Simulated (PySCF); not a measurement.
## Electron correlation in Br²⁺ (bromine, charge +2)

[Ar] 3d10 4s2 4p3, high-spin 4S determinant. All numbers are calculated (PySCF 2.14, the spin-free X2C one-electron Hamiltonian (Gaussian nucleus), in x2c-TZVPall (6s5p4d1f, 48 functions)). Frozen: [Ar] 3d10; 5 electrons correlated.

MP2 pair energies summed by pair of shells (mhartree):

| pair | energy | share (%) |
| --- | --- | --- |
| 4s-4p | -52.62 | 66.8 |
| 4p-4p | -17.50 | 22.2 |
| 4s-4s | -8.64 | 11.0 |

Total MP2 correlation energy: -78.77 mhartree.

Same-spin part -20.61 and opposite-spin part -58.16 mhartree; SCS-MP2 scales them by 1/3 and 6/5 to -76.66 mhartree.

| level | correlation energy (mhartree) |
| --- | --- |
| CCSD | -93.55 |
| (T) | -2.34 |
| CCSD(T) | -95.89 |

Diagnostics: T1 = 0.0015, D1 = 0.0033, largest double amplitude 0.051.

Q: Is a single reference adequate?

A: Yes, within this model without spin-orbit coupling: T1 lies below 0.03 and no double amplitude reaches 0.07.
